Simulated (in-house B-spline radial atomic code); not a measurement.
Values are calculated unless marked as measured or tabulated.
Two electrons in Si: a parabolic dot with ħω = 0.615 meV in all three directions

For Si the NSM archive of the Ioffe Institute lists m_l = 0.98 m0, m_t = 0.19 m0 and ε = 11.7; the model takes one isotropic valley with the conductivity mass 3/(1/m_l + 2/m_t) = 0.26 m0, and so misses anisotropy and the other valleys. All triplets below are those of one valley; with several valleys two electrons can form a triplet in the 1s orbital itself, at an energy set by the valley splitting.

Effective-mass model with parabolic bands, a uniform dielectric constant, no image charges, no central-cell or spin-orbit terms. Two-electron levels come from full CI in B-splines with partial waves to l = 5 (up to 0.001 effective hartree above the limit).

What are the effective units, and what is the potential in them?

Ha* = 27211.386 meV × 0.26/11.7² = 51.68 meV and a* = 0.0529177 nm × 11.7/0.26 = 2.381 nm. The frequency is ω = 0.0119 Ha*. The one-electron levels are 3ω/2 = 0.0179 and 5ω/2 = 0.0298 Ha*.

In these units the lowest s and p orbitals lie at 0.017850 and 0.029750, and their Coulomb and exchange integrals are J_ss = 0.087039, J_sp = 0.072532 and K_sp = 0.01451. (For a parabolic well J_ss = √(2ω/π).) Full CI gives 0.090572 for the ground singlet, 0.094055 for the sp triplet, 0.102472 for the sp singlet and 0.105955 for the lowest triplet of two s orbitals.

What does it cost to add the second electron, to first order and exactly?

To first order E = 2ε_s + J_ss = 0.122739, so the charging energy E(2) − 2E(1) is J_ss = 4.498 meV. CI gives 0.090572 − 2 × (0.017850) = 0.054872, or 2.836 meV: relaxation and correlation lower it by 1.663 meV, 37.0 % of J_ss. The s² configuration of one-electron orbitals holds 45.0 % of the state, and the mean radius is 35.4 nm.

How far above the singlet do the triplets lie?

To first order the sp triplet lies at ε_s + ε_p + J_sp − K_sp = 0.105626, which is 0.8845 meV below 2ε_s + J_ss, so first order fails: the exact ground state of two electrons is a singlet. CI gives 0.094055 − (0.090572) = 0.003483, or 0.18 meV, 29 % of the orbital spacing of 0.615 meV. The ss triplet lies 0.795 meV up, so the lower of the two is the sp one, and its gap equals k_BT at 2.09 K. The sp singlet-triplet splitting is 0.435 meV, against 2K_sp = 1.499 meV. The sp singlet lies ħω above the ground state (0.011900 against 0.0119), as Kohn's theorem demands for a parabolic well. With the repulsion this large beside the spacing the electrons keep apart, as in a Wigner molecule, and the splitting shrinks.
